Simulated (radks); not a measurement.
Q: The molybdenum ion Mo24+, configuration [Ar] (the NIST ground configuration). All-electron calculation, non-relativistic Kohn-Sham, r2SCAN, spin-polarised, spherical densities, point nucleus; meta-GGA in the generalised Kohn-Sham scheme; relativity is left out, which matters for an element this heavy. Program: a radial shooting solver on a logarithmic mesh with Libxc functionals. Some entries of the table are withheld. Estimate them.

orbital  occ.  eigenvalue (eV)  <r> (bohr)
1s          2              (1)     0.03632
2s          2        -3727.975      0.1570
2p          6        -3520.963      0.1347
3s          2              (2)      0.3951
3p          6        -1235.783         (3)

A: 
(1) 1s eigenvalue (eV): -20411.61
(2) 3s eigenvalue (eV): -1312.966
(3) 3p <r> (bohr): 0.3819
